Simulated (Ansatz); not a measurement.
Species: C$_{6}$H$_{13}$S (charge 0, doublet). It need not be the lowest isomer of its formula. 
Coordinates optimised at B3LYP-D3(BJ)/def2-TZVP (Ansatz, a quantum-chemistry and plane-wave program):
SMILES: CCC[CH]SCC
```xyz
20

C     -2.9605     1.0699     1.0152
C     -2.0984     0.2493     0.0618
C     -0.9687    -0.5054     0.7888
C     -0.0940    -1.3091    -0.1138
S      1.0130    -0.6432    -1.2497
C      1.6638     0.8363    -0.4046
C      2.5440     0.5173     0.7954
H     -2.3614     1.8152     1.5446
H     -3.4331     0.4332     1.7671
H     -3.7526     1.5983     0.4815
H     -1.6554     0.8977    -0.6988
H     -2.7168    -0.4731    -0.4779
H     -0.3811     0.2235     1.3568
H     -1.4119    -1.1765     1.5307
H     -0.3742    -2.3260    -0.3570
H      2.2286     1.3555    -1.1798
H      0.8296     1.4820    -0.1290
H      1.9905    -0.0423     1.5494
H      2.9105     1.4393     1.2536
H      3.4025    -0.0848     0.4968
```
Charge 0, spin multiplicity 2.

Computed values are from Ansatz. Cores are frozen in the correlated levels unless marked. UHF or UKS for open shells. No spin-orbit coupling. No relativistic terms. Basis-set limits of correlation are two-point, X^-3; Hartree-Fock from the larger set. The bracket is a focal-point correction in the basis named.

What is the total energy at RI-MP2/CBS(cc-pV(T+d)Z,cc-pV(Q+d)Z)+[CCSD(T)-MP2]/cc-pV(T+d)Z?

-633.8672 Eh.

What is the dipole moment at CCSD(T)/aug-cc-pV(D+d)Z?

1.48 D.

What is the atomisation energy De at RI-MP2/CBS(cc-pV(T+d)Z,cc-pV(Q+d)Z)+[CCSD(T)-MP2]/cc-pV(T+d)Z?

7727.8 kJ/mol.

What is the T1 diagnostic at CCSD/cc-pV(T+d)Z?

0.014.
